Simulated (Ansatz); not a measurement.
Basis-set series for ClGeH3OSi (`Cl[SiH]1[O][GeH2]1`). Charge 0, multiplicity 1. The structure was optimised at the PBE0-D4/def2-TZVP level.

```xyz
7

Cl   -0.7229    2.3016    1.2821
Si   -0.7892    0.7220   -0.0051
O    -0.6810   -0.7711    0.6477
Ge    0.9608   -0.6659   -0.3122
H    -1.8880    0.9845   -0.9574
H     1.0014   -1.8020   -1.3442
H     2.1188   -0.7691    0.6891
```

```csv
functional,basis,functions,energy (Eh),HOMO (eV),LUMO (eV)
PBE0-D4,def2-SVP,97,-2902.60922,-7.15,-1.23
PBE0-D4,def2-QZVPP,376,-2903.31011,-7.23,-1.40
ωB97M-V,def2-SVP,97,-2903.03774,-9.15,0.67
ωB97M-V,def2-QZVPP,376,-2903.73500,-9.26,0.34
```

Give the rows for def2-TZVPP. (An estimate is asked.)

Computed: 
| functional | basis | functions | energy (Eh) | HOMO (eV) | LUMO (eV) |
| --- | --- | --- | --- | --- | --- |
| PBE0-D4 | def2-TZVPP | 205 | -2903.23701 | -7.20 | -1.32 |
| ωB97M-V | def2-TZVPP | 205 | -2903.66474 | -9.23 | 0.52 |

Positive LUMOs are unbound and depend on the basis. Scalar relativity is left out up to krypton.
